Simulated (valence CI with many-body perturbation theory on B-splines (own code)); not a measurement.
## E1 transitions of Mn XIX

Calculated by valence CI with perturbative core correlation (CI+MBPT): five valence electrons over a frozen Dirac-Fock core [He], a basis of 9 s, 9 p, 8 d, 6 f, 3 g, 1 h functions for each j, with the one-electron correlation potential Σ1, the two-electron term Σ2, the three-electron term Σ3, Breit, model QED; selected CI, second order for the rest (own B-spline code, finite nucleus).

No measured levels were compared; by estimate levels of excited configurations hold to 0.05 to 0.15 % of their energy, terms of the ground configuration to about 0.5 %. Among the levels kept, up to 2000 cm⁻¹ of a level comes from second order outside the variational space, and about a tenth of that is noise between levels of different J, which matters for small intervals.

Lines 101 to 150 of 275 in falling wavelength, among levels below 66.647 Ry, chosen from the strongest by gf and those to the six lowest levels. Wavelengths and rates use the calculated energies, so an error of 600 cm⁻¹ moves a line at 13.53 nm by 0.081 % and its rate by three times that or more. Electric multipoles are in the length gauge, E1 and E2 with the static RPA response of the core. Weak lines are less certain than strong ones. Lines between different terms over intervals too small for the method are left out, as are lines whose strength nearly cancels.

Names give the largest LS component (configuration and term), which can be under half, so a name can repeat, a term be missing and a line seem to break the LS rules; names also repeat where a configuration has a term twice. Letters in brackets count levels of one name in rising energy.

| λ vac (nm) | Upper | Lower | A (s⁻¹) | log gf | Branch % |
| --- | --- | --- | --- | --- | --- |
| 13.53 | 2s 2p4 2D_3/2 | 2s2 2p3 2P°_1/2 | 2.61e+09 | -1.54 | 6.8 |
| 13.10 | 2p5 2P°_1/2 | 2s 2p4 2P_3/2 | 2.71e+10 | -0.86 | 28.5 |
| 13.05 | 2s 2p4 4P_3/2 | 2s2 2p3 4S°_3/2 | 1.49e+10 | -0.82 | 98.7 |
| 12.72 | 2s 2p4 4P_1/2 | 2s2 2p3 4S°_3/2 | 1.66e+10 | -1.09 | 98.1 |
| 12.21 | 2s 2p4 2D_3/2 | 2s2 2p3 2D°_5/2 | 1.20e+08 | -2.97 | 0.3 |
| 12.04 | 2s 2p4 2D_5/2 | 2s2 2p3 2D°_5/2 | 2.68e+10 | -0.46 | 84.0 |
| 11.97 | 2s 2p4 2S_1/2 | 2s2 2p3 2P°_3/2 | 2.94e+09 | -1.90 | 4.1 |
| 11.77 | 2s 2p4 2D_3/2 | 2s2 2p3 2D°_3/2 | 3.45e+10 | -0.54 | 89.3 |
| 11.74 | 2p5 2P°_3/2 | 2s 2p4 2D_5/2 | 3.64e+10 | -0.52 | 41.7 |
| 11.58 | 2p5 2P°_3/2 | 2s 2p4 2D_3/2 | 1.30e+10 | -0.98 | 14.8 |
| 11.37 | 2s 2p4 2P_3/2 | 2s2 2p3 2P°_3/2 | 8.83e+09 | -1.16 | 7.4 |
| 11.30 | 2s 2p4 2S_1/2 | 2s2 2p3 2P°_1/2 | 3.15e+10 | -0.92 | 43.7 |
| 10.76 | 2s 2p4 2P_3/2 | 2s2 2p3 2P°_1/2 | 7.35e+09 | -1.29 | 6.2 |
| 10.49 | 2p5 2P°_1/2 | 2s 2p4 2D_3/2 | 3.93e+10 | -0.89 | 41.3 |
| 10.41 | 2s 2p4 2P_1/2 | 2s2 2p3 2P°_3/2 | 7.95e+10 | -0.59 | 71.7 |
| 10.18 | 2s 2p4 2D_3/2 | 2s2 2p3 4S°_3/2 | 9.10e+08 | -2.25 | 2.4 |
| 10.04 | 2s 2p4 2S_1/2 | 2s2 2p3 2D°_3/2 | 3.66e+10 | -0.96 | 50.7 |
| 9.910 | 2s 2p4 2P_3/2 | 2s2 2p3 2D°_5/2 | 8.62e+10 | -0.29 | 72.2 |
| 9.897 | 2s 2p4 2P_1/2 | 2s2 2p3 2P°_1/2 | 3.90e+09 | -1.94 | 3.5 |
| 9.616 | 2s 2p4 2P_3/2 | 2s2 2p3 2D°_3/2 | 1.40e+10 | -1.11 | 11.8 |
| 8.919 | 2s 2p4 2P_1/2 | 2s2 2p3 2D°_3/2 | 2.73e+10 | -1.19 | 24.6 |
| 8.866 | 2s 2p4 2S_1/2 | 2s2 2p3 4S°_3/2 | 1.13e+09 | -2.58 | 1.6 |
| 8.802 | 2p5 2P°_3/2 | 2s 2p4 4P_5/2 | 2.08e+09 | -2.02 | 2.4 |
| 8.532 | 2s 2p4 2P_3/2 | 2s2 2p3 4S°_3/2 | 3.03e+09 | -1.88 | 2.5 |
| 1.656 | 2s2 2p2 3p 4D°_3/2 | 2s 2p4 4P_5/2 | 1.37e+10 | -2.65 | 57.4 |
| 1.645 | 2s2 2p2 3p 4P°_3/2 | 2s 2p4 4P_5/2 | 2.92e+10 | -2.32 | 78.6 |
| 1.639 | 2s2 2p2 3p 4P°_5/2 | 2s 2p4 4P_5/2 | 2.23e+10 | -2.27 | 66.0 |
| 1.636 | 2s2 2p2 3p 2D°_3/2 [a] | 2s 2p4 4P_5/2 | 3.51e+10 | -2.25 | 77.3 |
| 1.634 | 2s2 2p2 3p 4D°_7/2 | 2s 2p4 4P_5/2 | 2.01e+09 | -3.19 | 23.4 |
| 1.627 | 2s2 2p2 3p 4S°_3/2 | 2s 2p4 4P_5/2 | 1.31e+11 | -1.68 | 42.2 |
| 1.621 | 2s2 2p2 3p 2D°_5/2 [a] | 2s 2p4 4P_5/2 | 2.03e+10 | -2.32 | 58.8 |
| 1.604 | 2s2 2p2 3p 2F°_5/2 | 2s 2p4 4P_5/2 | 2.77e+09 | -3.19 | 9.5 |
| 1.600 | 2s 2p3 3s 6S°_5/2 | 2s 2p4 4P_5/2 | 1.65e+10 | -2.42 | 84.3 |
| 1.600 | 2s2 2p2 3p 2F°_7/2 | 2s 2p4 4P_5/2 | 1.38e+09 | -3.37 | 5.4 |
| 1.597 | 2s2 2p2 3p 2D°_3/2 [b] | 2s 2p4 4P_5/2 | 1.58e+10 | -2.62 | 13.9 |
| 1.594 | 2s2 2p2 3s 4P_1/2 | 2s2 2p3 2P°_1/2 | 1.42e+10 | -2.97 | 1.1 |
| 1.593 | 2s2 2p2 3s 4P_3/2 | 2s2 2p3 2P°_3/2 | 1.17e+10 | -2.75 | 1.1 |
| 1.586 | 2s 2p3 3s 4S°_3/2 | 2s 2p4 4P_3/2 | 5.03e+11 | -1.12 | 26.4 |
| 1.585 | 2s2 2p2 3s 2P_1/2 | 2s2 2p3 2P°_3/2 | 8.38e+09 | -3.20 | 0.3 |
| 1.580 | 2s2 2p2 3s 4P_3/2 | 2s2 2p3 2P°_1/2 | 3.79e+09 | -3.25 | 0.4 |
| 1.578 | 2s2 2p2 3p 2P°_3/2 [b] | 2s 2p4 4P_5/2 | 1.45e+11 | -1.66 | 35.0 |
| 1.575 | 2s2 2p2 3s 2P_3/2 | 2s2 2p3 2P°_3/2 | 3.12e+11 | -1.33 | 11.5 |
| 1.573 | 2s2 2p2 3s 2P_1/2 | 2s2 2p3 2P°_1/2 | 6.48e+11 | -1.32 | 23.1 |
| 1.572 | 2s 2p3 3s 4S°_3/2 | 2s 2p4 4P_5/2 | 1.09e+12 | -0.79 | 57.1 |
| 1.566 | 2s2 2p2 3s 4P_1/2 | 2s2 2p3 2D°_3/2 | 1.73e+11 | -1.89 | 13.9 |
| 1.565 | 2s2 2p2 3p 2P°_3/2 [c] | 2s 2p4 4P_5/2 | 2.29e+10 | -2.47 | 22.3 |
| 1.563 | 2s2 2p2 3s 2P_3/2 | 2s2 2p3 2P°_1/2 | 5.34e+11 | -1.11 | 19.6 |
| 1.560 | 2s2 2p2 3s 4P_3/2 | 2s2 2p3 2D°_5/2 | 7.01e+10 | -1.99 | 6.5 |
| 1.553 | 2s2 2p2 3s 2D_5/2 | 2s2 2p3 2P°_3/2 | 2.59e+11 | -1.25 | 14.6 |
| 1.553 | 2s2 2p2 3s 4P_3/2 | 2s2 2p3 2D°_3/2 | 6.82e+10 | -2.01 | 6.3 |
